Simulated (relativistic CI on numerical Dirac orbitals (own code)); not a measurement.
# Mn⁵⁺ (3d2) in a crystal field

Calculated by Dirac-Coulomb-Breit CI, separate exchange-only KLI orbitals for each configuration, model QED (radiative potential, 1s self-energy scaled to tabulated hydrogen-like ionisation energies), valence Slater integrals scaled by 0.7, one configuration in a parametric crystal field (own radial code).

Field parameters in Wybourne normalisation: Oh B⁴₀ = 21Dq, B⁴₄ = √(5/14) B⁴₀. The field is a parameter set, without covalency.

S is read from ⟨S²⟩ = S(S + 1).

Site symmetry Oh; labels are those of the double group. Computed levels in cm⁻¹ above the lowest, in rising order:

```
Δ (size of 10Dq)  Lowest  No. 2   No. 3    No. 4     No. 5     No. 6     No. 7     No. 8
            5900       E  76 T2  746 T1  1108 A1   5253 A2   5293 T2   5623 T1    5674 E
           10600       E  44 T2  694 T1  1025 A1   9470 A2   9489 T2   9822 T1    9846 E
           15300       E  30 T2  661 T1   973 A1  13553 T2  13850 A2  14196 T1   14207 E
           20000       E  23 T2  636 T1   935 A1  14302 T2   14676 E  18324 A2  18502 T2
           24700       E  19 T2  617 T1   905 A1  14291 T2   14567 E  22854 A2  22991 T2
           29400       E  16 T2  602 T1   882 A1  14253 T2   14478 E  27424 A2  27547 T2
           34100       E  14 T2  590 T1   863 A1  14213 T2   14403 E  31763 A1  32020 A2
           38800       E  12 T2  580 T1   847 A1  14176 T2   14341 E  32053 A1  36636 A2
           43500       E  11 T2  571 T1   834 A1  14142 T2   14289 E  32278 A1  41266 A2
```

Ground-state S against |10Dq| in cm⁻¹: 5900: 1.00, 10600: 1.00, 15300: 1.00, 20000: 1.00, 24700: 1.00, 29400: 1.00, 34100: 1.00, 38800: 1.00, 43500: 1.00.

No abrupt spin change occurs in this range.
